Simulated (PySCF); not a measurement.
Species: C₆H₁₃As.
Geometry (PBE0-D3(BJ)/def2-SVP, Å), atoms numbered from 1 in this order:
```
atom  x, y, z in Å
C1     2.6427   -1.0255   -1.5666
C2     1.7789   -0.0409   -1.3148
C3     1.6896    0.7258   -0.0322
C4     0.4059    0.4708    0.7587
As5   -1.2684    0.9242   -0.2025
C6    -1.6910   -0.8636   -0.9053
C7    -2.4388    0.8249    1.3733
H8     3.3777   -1.3407   -0.8179
H9     2.6530   -1.5497   -2.5260
H10    1.0627    0.2450   -2.0972
H11    2.5616    0.4854    0.5995
H12    1.7548    1.8049   -0.2608
H13    0.4058    1.0934    1.6683
H14    0.3499   -0.5816    1.0836
H15   -0.9673   -1.1388   -1.6852
H16   -2.6960   -0.8492   -1.3522
H17   -1.6604   -1.6225   -0.1086
H18   -2.2431   -0.0840    1.9627
H19   -2.2768    1.7087    2.0077
H20   -3.4897    0.8230    1.0490
```

Computed with PySCF at PBE0/def2-SVPD, non-relativistic, on one gas-phase PBE0-D3(BJ)/def2-SVP geometry that isn't relaxed in the solvent. The solvent is an IEF-PCM continuum (Bondi radii, 1.10 Å for H, scaled by 1.2), and excitations are vertical TDDFT with non-equilibrium linear response and a frozen core. The model holds no explicit solvent molecules, cavitation or dispersion. Spin–orbit coupling is left out although an atom past zinc is present.

Gas-phase singlets (H = HOMO, L = LUMO):

```csv
state,E (eV),λ (nm),f,leading configuration
S1,5.725,217,0.003,H→L 99%
S2,6.201,200,0.114,H→L+1 84%
S3,6.252,198,0.099,H→L+2 84%
S4,6.506,191,0.055,H→L+3 93%
S5,6.895,180,0.190,H→L+5 92%
```

Question: Give the list for chloroform (ε = 4.711), n² = 2.09.

Answer: 
```tsv
state	E (eV)	λ (nm)	f	leading configuration	change by rank (eV)
S1	5.781	214	0.004	H→L 99%	+0.056
S2	6.216	199	0.174	H→L+2 65%	+0.015
S3	6.251	198	0.183	H→L+1 64%	-0.001
S4	6.580	188	0.036	H→L+3 89%	+0.074
S5	6.865	181	0.308	H→L+4 83%	-0.030
```

Question: The ground-state energy changes by -0.092 eV from gas to chloroform. By how much does the total energy of gas-phase S4 change?

Answer: E(S4) = E(S0) + excitation energy, so it changes by -0.092 + 0.074 = -0.018 eV: it is lowered less than the ground state, which is what a blue shift means. This is the vertical state, with the slow part of the continuum still set for S0.

Question: How do the frontier levels move from gas to chloroform?

Answer: 
```json
{"orbital": "LUMO+2", "gas (eV)": "0.79", "solvent (eV)": "0.87", "change (eV)": "+0.08", "Löwdin shares, gas": "As5 29 %, C6 17 %, C7 7 %, H15 6 %", "Löwdin shares, solvent": "As5 32 %, C6 16 %, C7 7 %, H15 6 %"}
{"orbital": "LUMO+1", "gas (eV)": "0.74", "solvent (eV)": "0.85", "change (eV)": "+0.11", "Löwdin shares, gas": "C7 21 %, As5 21 %, H20 9 %, H18 9 %", "Löwdin shares, solvent": "As5 26 %, C7 19 %, H20 8 %, C6 8 %"}
{"orbital": "LUMO", "gas (eV)": "0.18", "solvent (eV)": "0.24", "change (eV)": "+0.06", "Löwdin shares, gas": "C1 32 %, C2 30 %, C3 6 %, H8 6 %", "Löwdin shares, solvent": "C1 33 %, C2 32 %, C3 6 %, H8 6 %"}
{"orbital": "HOMO", "gas (eV)": "-6.49", "solvent (eV)": "-6.49", "change (eV)": "0.00", "Löwdin shares, gas": "As5 59 %, C4 12 %, C6 10 %, C7 10 %", "Löwdin shares, solvent": "As5 59 %, C4 12 %, C6 10 %, C7 10 %"}
{"orbital": "HOMO-1", "gas (eV)": "-7.46", "solvent (eV)": "-7.43", "change (eV)": "+0.03", "Löwdin shares, gas": "C1 38 %, C2 34 %, C3 7 %, C4 5 %", "Löwdin shares, solvent": "C1 38 %, C2 34 %, C3 8 %, C4 5 %"}
{"orbital": "HOMO-2", "gas (eV)": "-8.41", "solvent (eV)": "-8.30", "change (eV)": "+0.11", "Löwdin shares, gas": "C4 22 %, As5 22 %, C6 12 %, C3 12 %", "Löwdin shares, solvent": "C4 22 %, As5 22 %, C6 12 %, C3 12 %"}
{"orbital": "HOMO-3", "gas (eV)": "-8.75", "solvent (eV)": "-8.64", "change (eV)": "+0.11", "Löwdin shares, gas": "C7 25 %, As5 22 %, C6 20 %, C4 5 %", "Löwdin shares, solvent": "C7 25 %, As5 22 %, C6 20 %, C4 5 %"}
```

The HOMO–LUMO gap goes from 6.67 to 6.73 eV.

On one thread of an Arm Neoverse N1, no GPU, on a shared host, this took 2.0 min wall and 1.2 GiB of memory at its peak. This is the whole response run at PBE0/def2-SVPD in chloroform, SCF included.
